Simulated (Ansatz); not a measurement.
Isolated molecules relaxed with PBE0-D4/def2-TZVP in Ansatz; ΔE leaves out vibrations. CCSD(T)/CBS adds triple-zeta CCSD(T) − MP2 to the extrapolated MP2 energy (def2 sets, frozen cores). Functionals use def2-TZVPP. One conformer a species, not always the lowest.

`CB(Cl)B[SiH3]` + `CNC` → `CN(C)B[SiH3]` + `CBCl`  (cleavage of the B–B bond)

| level | ΔE (kJ/mol) |
| --- | --- |
| ωB97M-V | -165.3 |
| SCS-MP2/def2-TZVPP | -171.2 |
| CCSD(T)/def2-TZVPP | -168.0 |
| CCSD/CBS(def2) | -161.6 |

What does CCSD(T)/CBS give? (Best estimate.)

Computed: -165.2 kJ/mol. The listed levels differ from it by -0.1, -6.0, -2.8, 3.6 kJ/mol.

Largest T1 diagnostic among the species: 0.013.

In def2-TZVPP, CCSD(T) changes the Hartree–Fock value by −15.9 kJ/mol (the triples alone add −3.6 kJ/mol) and MP2 by −21.8 kJ/mol.
